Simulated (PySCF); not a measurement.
C2H7BrGe.
Bonds: C1–C2, C2–Ge3, Ge3–Br4. Hydrogens: H5, H6, H7 on C1; H8, H9 on C2; H10, H11 on Ge3.

A GFN2-xTB structure was refined with PBE0-D3(BJ)/def2-SVP geometry optimisation, gas phase in PySCF 2.14.0. Its GFN2-xTB values:

```tsv
coordinate	GFN2-xTB
C1–C2	1.523 Å
C1–H5	1.090 Å
C2–Ge3	1.987 Å
C2–H8	1.091 Å
Ge3–Br4	2.279 Å
Ge3–H10	1.515 Å
C1–C2–Ge3	112.4°
C1–C2–H8	110.4°
C2–C1–H5	110.8°
C2–Ge3–Br4	108.6°
C2–Ge3–H10	114.2°
Ge3–C2–H8	108.3°
Br4–Ge3–H10	104.8°
H10–Ge3–H11	108.6°
C1–C2–Ge3–Br4	-59°
```

Q: How do these coordinates change at the PBE0-D3(BJ)/def2-SVP level?

A: 
```csv
coordinate,PBE0-D3(BJ)/def2-SVP (Å or °),change
Ge3–Br4,2.321,+0.042
C2–Ge3,1.950,-0.037
Ge3–H10,1.539,+0.024
C2–H8,1.104,+0.013
C1–H5,1.101,+0.011
C1–C2,1.522,-0.001
H10–Ge3–H11,111.0,+2.4
Ge3–C2–H8,106.6,-1.7
C2–Ge3–Br4,107.1,-1.5
C2–Ge3–H10,112.7,-1.5
Br4–Ge3–H10,106.2,+1.4
C1–C2–Ge3,113.7,+1.3
C1–C2–H8,111.4,+1.0
C2–C1–H5,111.6,+0.8
C1–C2–Ge3–Br4,-62,-3
```

The energy falls by 6.2 kJ/mol over 8 energy and gradient evaluations, the largest force component goes from 0.0137 to 4.4e-04 Eh/bohr, and the atoms move by 0.064 Å rms after alignment. The bond that changes most is Ge3–Br4 (ends: germanium bonded to Br, C and 2 H; bromine bonded to Ge), which lengthens by 0.042 Å. Bonds longer at the end by more than 0.005 Å: 8 of 10; shorter: 1. Rotational constants go from 4128, 1556, 1198 to 4081, 1539, 1186 MHz.

The run used 127 basis functions and 43 SCF cycles in all.

No PBE0-D3(BJ)/def2-SVP frequencies stand behind this structure, so it isn't proved a minimum. One conformer, not necessarily the lowest.

Shape of the structure used: `[CH3:1][CH2:2][GeH2:3][Br:4]`: C1–C2–Ge3–Br4 -62°.
